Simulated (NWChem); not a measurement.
Molecule: C2H3BF2O; SMILES C=C(F)B(O)F

```xyz
9

C     -1.3287    -1.4218     0.0000
C     -0.1747    -0.7574     0.0000
F      1.0062    -1.4602     0.0000
B      0.0501     0.7913     0.0000
O      1.2963     1.3140     0.0000
F     -0.9979     1.6132     0.0000
H     -1.3722    -2.5067     0.0000
H     -2.2600    -0.8666     0.0000
H      1.9567     0.6030     0.0000
```
Atoms are numbered in this order, from 1.

Computed with NWChem. Medium grid unless said otherwise, to which SCAN and Minnesota functionals are sensitive. All runs use the structure optimised with B3LYP/6-31G* (spherical d). B3LYP is NWChem's, with the RPA form of VWN correlation. Total energies of different functionals are on different scales.

| level | energy (Ha) | highest occupied level (eV) | orbital gap (eV) | dipole (D) |
|---|---|---|---|---|
| PBE/def2-TZVP | -377.6296 | -6.93 | 4.67 | 1.55 |
| B3LYP/def2-TZVP | -378.0473 | -7.98 | 6.41 | 1.65 |
| BLYP/def2-TZVP | -377.9736 | -6.79 | 4.66 | 1.56 |
| Hartree-Fock/def2-TZVP | -376.1734 | -10.94 | 13.32 | 1.91 |
| M06-2X/def2-TZVP | -377.9033 | ___ | ___ | 1.68 |

**Question.** Some entries are withheld; supply them.

**Answer.** 
- M06-2X/def2-TZVP, highest occupied level (eV): -9.52
- M06-2X/def2-TZVP, orbital gap (eV): 9.10
